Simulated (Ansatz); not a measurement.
Geometry optimisation, RKS B3LYP/def2-mTZVP (Ansatz).

The input (input.yaml):

```yaml
crystal:
  periodic: [false, false, false]
  atoms:
    - { symbol: B, position_ang: [-0.89395, 0.393928, -0.120202] }
    - { symbol: "N", position_ang: [0.501526, -0.093916, -0.069939] }
    - { symbol: C, position_ang: [0.960581, -1.235651, 0.70167] }
    - { symbol: "N", position_ang: [-1.056738, 1.596139, -0.821462] }
    - { symbol: H, position_ang: [-0.190231, 1.781152, -1.310518] }
    - { symbol: F, position_ang: [-1.893552, -0.300017, 0.457618] }
    - { symbol: H, position_ang: [1.241012, 0.540357, -0.333753] }
    - { symbol: H, position_ang: [1.718473, -1.802288, 0.152904] }
    - { symbol: H, position_ang: [1.384507, -0.956631, 1.674142] }
    - { symbol: H, position_ang: [0.122571, -1.905592, 0.889221] }
    - { symbol: H, position_ang: [-1.894397, 1.98242, -1.21958] }
basis:
  gaussian: { orbitals: def2-mTZVP }
hamiltonian:
  xc: b3lyp
relax:
  f_tol: 0.03
  max_steps: 50
output:
  orbitals: {}
```

Launched with:

```bash
$ ansatz run input.yaml --threads 2 --pin off --max-ram 3072MiB --backend cpu --events-out ev --progress --plain --runs-dir out
```

Where does it end, and by what steps?

The forces met the threshold. After 7 steps the energy has fallen by 0.316 eV; H5 moved furthest, 0.45 Å.

```csv
step,energy less start (eV),largest force component (eV/Å),accepted
0,0.0000,1.907,yes
1,-0.1819,1.164,yes
2,-0.2430,0.883,yes
3,-0.1314,1.428,no
4,-0.3039,0.317,yes
5,-0.3102,0.354,yes
6,-0.3154,0.042,yes
7,-0.3159,0.019,yes
```

```xyz
11
Properties=species:S:1:pos:R:3
B -0.736 0.387 -0.224
N 0.578 -0.067 0.021
C 0.942 -1.263 0.764
N -1.059 1.561 -0.945
H -0.384 2.184 -1.357
F -1.773 -0.348 0.262
H 1.363 0.466 -0.323
H 1.543 -1.950 0.161
H 1.506 -1.026 1.672
H 0.036 -1.787 1.063
H -2.015 1.841 -1.094
```

Time of the run: 26 s on 2 threads of Arm Neoverse V1, on a shared host, peak memory 0.23 GiB.
